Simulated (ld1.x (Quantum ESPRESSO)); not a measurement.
Ranking TM semilocal potentials for I (Z = 53)

All share these settings but for the change named:

```
Element                 : I (Z = 53)
Generator               : ld1.x (Quantum ESPRESSO) 7.5
Type                    : norm-conserving Troullier–Martins (semilocal form)
Functional              : Wu–Cohen
Relativity              : scalar-relativistic
Frozen core             : [Kr] 4d10
Valence charge          : 7
Reference configuration : 5s2 5p5
Partial waves           : 5p (bound): rc 1.85 bohr; 5s (bound): rc 1.35 bohr
Local potential         : the s channel
Core correction         : none
```

Test errors are all-electron minus pseudo excitation energies from the reference, over 5s2 5p4; 5s2 5p3; 5s2 5p2; 5s2 5p1; 5s1 5p5; 5s1 5p6; 5s2 5p5.3. None of these files shows a bound ghost.

The base gives 97.9 meV.

Of 6 variants that were run, those that failed, showed a ghost or another fault, or gave nearly equal values are left out.

(1) Rank these variants by their largest absolute test error, smallest first.
A. wave 5s (bound): rc 1.35 bohr becomes 5s (bound): rc 1.38 bohr
B. wave 5s (bound): rc 1.35 bohr becomes 5s (bound): rc 1.58 bohr
C. wave 5s (bound): rc 1.35 bohr becomes 5s (bound): rc 1.92 bohr

Answers

(1) C (7.2 meV), B (12.6 meV), A (67.5 meV).
